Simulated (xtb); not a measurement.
BeF2, charge -1, doublet, from a rough starting geometry (GFN-xTB shapes and energies of metal compounds can be far from the true ones) (a state made from the parent by changing its charge; the spin is typed, not shown lowest); GFN2-xTB run with xtb 6.7.1.

Here is a job for xtb.
```
$ xtb mol.xyz --gfn 2 --chrg -1 --uhf 1 --opt vtight --json

# file mol.xyz
3

Be     0.02389550     0.01758929    -0.05128696
F      1.21665131    -0.00351642    -0.57885791
F     -1.24216210     0.02633367     0.54020864
```

What the program printed (banner, timings and long lists left out):

```
   ID    Z sym.   atoms
    1    4 Be     1
    2    9 F      2, 3

           -------------------------------------------------
          |                Calculation Setup                |
           -------------------------------------------------

           -------------------------------------------------
          |                 G F N 2 - x T B                 |
           -------------------------------------------------

          ...................................................
          :                      SETUP                      :
          :.................................................:
          :  # basis functions                  12          :
          :  # atomic orbitals                  12          :
          :  # shells                            6          :
          :  # electrons                        17          :
          :  max. iterations                   250          :
          :  Hamiltonian                  GFN2-xTB          :
          :  restarted?                      false          :
          :  GBSA solvation                  false          :
          :  PC potential                    false          :
          :  electronic temp.          300.0000000     K    :
          :  accuracy                    1.0000000          :
          :  -> integral cutoff          0.2500000E+02      :
          :  -> integral neglect         0.1000000E-07      :
          :  -> SCF convergence          0.1000000E-05 Eh   :
          :  -> wf. convergence          0.1000000E-03 e    :
          :  Broyden damping             0.4000000          :
          :  net charge                         -1          :
          :  unpaired electrons                  1          :
          ...................................................

 iter      E             dE          RMSdq      gap      omega  full diag
   1     -8.1261271 -0.812613E+01  0.193E+01    0.00       0.0  T
   2     -9.6885948 -0.156247E+01  0.163E+01    0.90       1.0  T
   3    -10.1730986 -0.484504E+00  0.136E+01    0.05       1.0  T
   4    -10.1774071 -0.430848E-02  0.136E+01    0.06       1.0  T
   5    -10.1019020  0.755051E-01  0.196E+01    0.23       1.0  T
   6    -10.2255637 -0.123662E+00  0.129E+01    0.07       1.0  T
   7    -10.2719612 -0.463975E-01  0.910E+00    0.07       1.0  T
   8    -10.2732233 -0.126214E-02  0.125E+01    0.13       1.0  T
   9    -10.2749537 -0.173043E-02  0.123E+01    0.14       1.0  T
  10    -10.2680463  0.690747E-02  0.355E+00    0.03       1.0  T
  11    -10.2699918 -0.194555E-02  0.346E-01    0.00       1.0  T
  12    -10.2700004 -0.859978E-05  0.359E-01    0.00       1.0  T
  13    -10.2700027 -0.234822E-05  0.184E-01    0.00       1.0  T
  14    -10.2700038 -0.100952E-05  0.214E-01    0.00       1.0  T
  15    -10.2700027  0.110498E-05  0.620E-02    0.00       1.0  T
  16    -10.2700029 -0.247515E-06  0.742E-02    0.00       1.0  T
  17    -10.2700028  0.126146E-06  0.212E-02    0.00       2.7  T
  18    -10.2700028  0.557229E-08  0.660E-03    0.00       8.7  T
  19    -10.2700028 -0.394338E-07  0.341E-02    0.00       1.7  T
  20    -10.2700028  0.336559E-07  0.906E-03    0.00       6.4  T
  21    -10.2700028  0.193795E-08  0.128E-03    0.00      45.2  T
  22    -10.2700028 -0.231889E-09  0.109E-03    0.00      52.7  T
  23    -10.2700028  0.329212E-10  0.669E-05    0.00     863.4  T
  24    -10.2700028 -0.396128E-12  0.228E-05    0.00    2535.9  T

   *** convergence criteria satisfied after 24 iterations ***

         :::::::::::::::::::::::::::::::::::::::::::::::::::::
         ::                     SUMMARY                     ::
         :::::::::::::::::::::::::::::::::::::::::::::::::::::
         :: total energy             -10.217612913334 Eh    ::
         :: gradient norm              0.229523989572 Eh/a0 ::
         :: HOMO-LUMO gap              0.002723141656 eV    ::
         ::.................................................::
         :: SCC energy               -10.270002775576 Eh    ::
         :: -> isotropic ES            0.195120996030 Eh    ::
         :: -> anisotropic ES         -0.006483213085 Eh    ::
         :: -> anisotropic XC         -0.002751618876 Eh    ::
         :: -> dispersion             -0.000590766952 Eh    ::
         :: repulsion energy           0.052389862242 Eh    ::
         :: add. restraining           0.000000000000 Eh    ::
         :: total charge              -1.000000000000 e     ::
         :::::::::::::::::::::::::::::::::::::::::::::::::::::

      -----------------------------------------------------------
     |                   =====================                   |
     |                        A N C O P T                        |
     |                   =====================                   |
     |               Approximate Normal Coordinate               |
     |                Rational Function Optimizer                |
      -----------------------------------------------------------
      -----------------------------------------------------------
     |                   =====================                   |
     |                        A N C O P T                        |
     |                   =====================                   |
     |               Approximate Normal Coordinate               |
     |                Rational Function Optimizer                |
      -----------------------------------------------------------

          ...................................................
          :                      SETUP                      :
          :.................................................:
          :   optimization level         verytight          :
          :   max. optcycles                   200          :
          :   ANC micro-cycles                  20          :
          :   degrees of freedom                 3          :
          :.................................................:
[...]
 * total energy  :   -10.3523085 Eh     change       -0.2060917E-02 Eh
 * total energy  :   -10.3561749 Eh     change       -0.3866425E-02 Eh
 * total energy  :   -10.3614554 Eh     change       -0.5280439E-02 Eh
 * total energy  :   -10.3663763 Eh     change       -0.4920932E-02 Eh
 * total energy  :   -10.3673900 Eh     change       -0.1013677E-02 Eh
 * total energy  :   -10.3676448 Eh     change       -0.2547977E-03 Eh
 * total energy  :   -10.3679512 Eh     change       -0.3064087E-03 Eh
 * total energy  :   -10.3686457 Eh     change       -0.6945464E-03 Eh
 * total energy  :   -10.3692470 Eh     change       -0.6012703E-03 Eh
 * total energy  :   -10.3695039 Eh     change       -0.2569102E-03 Eh
 * total energy  :   -10.3695321 Eh     change       -0.2820980E-04 Eh
 * total energy  :   -10.3695355 Eh     change       -0.3318602E-05 Eh
 * total energy  :   -10.3695355 Eh     change       -0.8822050E-07 Eh
   *** GEOMETRY OPTIMIZATION CONVERGED AFTER 18 ITERATIONS ***
[...]

          ...................................................
          :                      SETUP                      :
          :.................................................:
          :  # basis functions                  12          :
          :  # atomic orbitals                  12          :
          :  # shells                            6          :
          :  # electrons                        17          :
          :  max. iterations                   250          :
          :  Hamiltonian                  GFN2-xTB          :
          :  restarted?                      false          :
          :  GBSA solvation                  false          :
          :  PC potential                    false          :
          :  electronic temp.          300.0000000     K    :
          :  accuracy                    1.0000000          :
          :  -> integral cutoff          0.2500000E+02      :
          :  -> integral neglect         0.1000000E-07      :
          :  -> SCF convergence          0.1000000E-05 Eh   :
          :  -> wf. convergence          0.1000000E-03 e    :
          :  Broyden damping             0.4000000          :
          :  net charge                         -1          :
          :  unpaired electrons                  1          :
          ...................................................

 iter      E             dE          RMSdq      gap      omega  full diag
   1    -10.3757918 -0.103758E+02  0.422E-07    3.28       0.0  T
   2    -10.3757918 -0.355271E-14  0.290E-07    3.28  100000.0  T
   3    -10.3757918  0.177636E-14  0.947E-08    3.28  100000.0  T

   *** convergence criteria satisfied after 3 iterations ***

         :::::::::::::::::::::::::::::::::::::::::::::::::::::
         ::                     SUMMARY                     ::
         :::::::::::::::::::::::::::::::::::::::::::::::::::::
         :: total energy             -10.369535545283 Eh    ::
         :: gradient norm              0.000060661393 Eh/a0 ::
         :: HOMO-LUMO gap              3.281979838052 eV    ::
         ::.................................................::
         :: SCC energy               -10.375791784547 Eh    ::
         :: -> isotropic ES            0.214466758310 Eh    ::
         :: -> anisotropic ES         -0.006033201830 Eh    ::
         :: -> anisotropic XC         -0.007679507643 Eh    ::
         :: -> dispersion             -0.000588114613 Eh    ::
         :: repulsion energy           0.006256239264 Eh    ::
         :: add. restraining           0.000000000000 Eh    ::
         :: total charge              -1.000000000000 e     ::
         :::::::::::::::::::::::::::::::::::::::::::::::::::::

           -------------------------------------------------
          |                Property Printout                |
           -------------------------------------------------

    * Orbital Energies and Occupations

         #    Occupation            Energy/Eh            Energy/eV
      -------------------------------------------------------------
         1        2.0000           -0.4335644             -11.7979
         2        2.0000           -0.4330000             -11.7825
         3        2.0000           -0.1715847              -4.6691
         4        2.0000           -0.1660469              -4.5184
         5        2.0000           -0.1656646              -4.5080
         6        2.0000           -0.1631744              -4.4402
         7        2.0000           -0.1591832              -4.3316
         8        2.0000           -0.1545801              -4.2063
         9        1.0000            0.0494738               1.3463 (HOMO)
        10                          0.1700843               4.6282 (LUMO)
        11                          0.4930630              13.4169
        12                          0.5142948              13.9947
      -------------------------------------------------------------
                  HL-Gap            0.1206105 Eh            3.2820 eV
             Fermi-level            0.0286130 Eh            0.7786 eV

     #   Z          covCN         q      C6AA      α(0)
     1   4 Be       1.327     0.433    33.037    15.980
     2   9 F        0.663    -0.716    18.258     5.044
     3   9 F        0.664    -0.716    18.256     5.043

 Mol. C6AA /au·bohr⁶  :        173.001441
 Mol. C8AA /au·bohr⁸  :       4569.786413
 Mol. α(0) /au        :         26.066923

Wiberg/Mayer (AO) data.
largest (>0.10) Wiberg bond orders for each atom

 ---------------------------------------------------------------------------
     #   Z sym  total        # sym  WBO       # sym  WBO       # sym  WBO
 ---------------------------------------------------------------------------
     1   4 Be   1.027 --     3 F    0.513     2 F    0.513
     2   9 F    0.522 --     1 Be   0.513
     3   9 F    0.522 --     1 Be   0.513
 ---------------------------------------------------------------------------

Topologies differ in total number of bonds
Writing topology from bond orders to xtbtopo.mol

molecular dipole:
                 x           y           z       tot (Debye)
 q only:       -0.470       0.538      -1.016
   full:       -0.144       0.148      -0.273       0.871
molecular quadrupole (traceless):
                xx          xy          yy          xz          yz          zz
 q only:       -7.016       0.140       4.554       5.234      -0.219       2.462
  q+dip:       -6.555       0.687       5.243       4.403       1.040       1.312
   full:       -6.723       1.076       6.020       4.177       1.882       0.703

optimized geometry written to: xtbopt.xyz

           -------------------------------------------------
          | TOTAL ENERGY              -10.369535545283 Eh   |
          | GRADIENT NORM               0.000060661393 Eh/α |
          | HOMO-LUMO GAP               3.281979838052 eV   |
           -------------------------------------------------
```
